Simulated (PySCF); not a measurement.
Correlation energy of Pb (lead, neutral)

[Xe] 4f14 5d10 6s1 6p2 7s1, high-spin 5P determinant (an excited configuration). Calculation: PySCF 2.14, in aug-cc-pVQZ-PP with ECP60MDF (7s7p5d3f2g, 92 functions); scalar relativity through the core potential. Frozen: 5s2 5p6 5d10; 4 electrons correlated.

| level | correlation energy (mhartree) |
| --- | --- |
| CCSD | -17.61 |
| (T) | -0.30 |
| CCSD(T) | -17.91 |

Diagnostics: T1 = 0.012, D1 = 0.0323, largest double amplitude 0.029.

Spin-orbit coupling is strong in this species (close to jj coupling), so the high-spin LS determinant is a model state, not a physical level. The outer electron is Rydberg-like, and this basis confines it to a smaller radius and binds it less than a complete one would.

Cost of the coupled-cluster step: roughly 9 core-seconds, for 4 correlated electrons.

Iterations:

```
CC2 = 0
CCSD nocc = (np.int64(4), np.int64(0)), nmo = (83, 83)
frozen orbitals [[0, 1, 2, 3, 4, 5, 6, 7, 8], [0, 1, 2, 3, 4, 5, 6, 7, 8]]
max_cycle = 100
direct = 0
conv_tol = 1e-08
conv_tol_normt = 1e-06
diis_space = 8
diis_start_cycle = 0
Init t2, MP2 energy = -0.012727131825844
Init E_corr(UCCSD) = -0.0127271318297876
cycle = 1  E_corr(UCCSD) = -0.0159547598920829  dE = -0.00322762806  norm(t1,t2) = 0.0331536
cycle = 2  E_corr(UCCSD) = -0.016954720736029  dE = -0.000999960844  norm(t1,t2) = 0.0146461
cycle = 3  E_corr(UCCSD) = -0.0176037554607098  dE = -0.000649034725  norm(t1,t2) = 0.00773901
cycle = 4  E_corr(UCCSD) = -0.0175593863454688  dE = 4.43691152e-05  norm(t1,t2) = 0.00327439
cycle = 5  E_corr(UCCSD) = -0.0176141335883103  dE = -5.47472428e-05  norm(t1,t2) = 0.00205186
cycle = 6  E_corr(UCCSD) = -0.0176097714922335  dE = 4.36209608e-06  norm(t1,t2) = 0.000391619
cycle = 7  E_corr(UCCSD) = -0.0176139935746882  dE = -4.22208245e-06  norm(t1,t2) = 9.02802e-05
cycle = 8  E_corr(UCCSD) = -0.0176120835716536  dE = 1.91000303e-06  norm(t1,t2) = 4.29072e-05
cycle = 9  E_corr(UCCSD) = -0.0176130361423372  dE = -9.52570684e-07  norm(t1,t2) = 1.79436e-05
cycle = 10  E_corr(UCCSD) = -0.0176129085795872  dE = 1.2756275e-07  norm(t1,t2) = 3.05104e-06
cycle = 11  E_corr(UCCSD) = -0.0176129090608089  dE = -4.8122176e-10  norm(t1,t2) = 6.96766e-07
UCCSD converged
E(UCCSD) = -191.5012204073808  E_corr = -0.01761290906080891
UCCSD(T) correction = -0.00030330857231381
```

Spin-orbit coupling is strong in this species, so the high-spin LS determinant is a model state.
